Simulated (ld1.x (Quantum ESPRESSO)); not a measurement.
## What one change does to a pseudopotential (lanthanum (La), RRKJ)

ld1.x (Quantum ESPRESSO) 7.5 input, shortened:

```
&input
   title='La', zed=57., rel=1, dft='PBESOL', iswitch=3,
   config='[Xe] 4f0 5d1 6s0 6p0'
 /
 &inputp
   pseudotype=2, tm=.false., lloc=0,
   nlcc=.true., rcore=1.95
 /
4
5P  2  1   6.00   0.00  2.85  2.85  0.0
5D  3  2   1.00   0.00  2.70  2.70  0.0
4F  4  3   0.00   0.00  1.95  1.95  0.0
5S  1  0   2.00   0.00  2.35  2.35  0.0
 &test
   configts(1)='4f0 5s2 5p6 5d1 6s0 6p0'
 /
```

Change: wave 5p (bound): rc 2.85 bohr becomes 5p (bound): rc 2.16 bohr.

Cutoffs: the cutoffs (Ry, on a coarse ladder) from which the occupation-weighted sum of valence levels, in a spherical-Bessel basis at the reference potential, stays within 10 and 1 mRy of its value at 400 Ry; they do not see the model core or the augmentation charge, which bear on the density cutoff. Errors are all-electron minus pseudo energies relative to the spin-unpolarised reference configuration.

Predict the effect on cutoff, ghosts and configuration errors.

The potential gets harder (18 Ry and 35 Ry → 30 Ry and 45 Ry); of the 7 tests that both files solve, the error grows in 0 and shrinks in 2 by more than 15 % and 0.3 meV (median size 906.0 → 906.9 meV); neither file shows a bound ghost. A smaller radius makes the pseudo-wave follow the all-electron one further in, where it bends more sharply, so more plane waves are needed.

```csv
quantity,base,changed
"cutoff, loose",18 Ry,30 Ry
"cutoff, tight",35 Ry,45 Ry
loose cutoff by channel (10 mRy a level),"p 10 Ry, d 10 Ry, s 15 Ry","p 25 Ry, d 10 Ry, s 15 Ry"
bound ghosts,none,none
"error for 4f0 5s2 5p6 5d1 6s2 6p0, meV [ΔE -16.85 eV]",+1313,+1315
"error for 4f0 5s2 5p6 5d1 6s1 6p0, meV [ΔE -10.85 eV]",+906,+907
"error for 4f0 5s2 5p6 5d0 6s0 6p0, meV [ΔE 18.91 eV]",+4.1,+3.2
"error for 4f1 5s2 5p6 5d0 6s1 6p0, meV [ΔE -10.62 eV]",+1123,+1107
"error for 4f0 5s2 5p6 5d0 6s2 6p0, meV [ΔE -10.44 eV]",+2010,+2018
"error for 4f1 5s2 5p6 5d1 6s0 6p0, meV [ΔE -9.95 eV]",+552,+531
"error for 4f0 5s2 5p6 5d1 6s0 6p2, meV [ΔE -11.95 eV]",+55,+37
```

Base: The cutoffs count occupied waves only; the empty 4f level needs 55 Ry at the loose tolerance. Changed file: The cutoffs count occupied waves only; the empty 4f level needs 55 Ry at the loose tolerance.
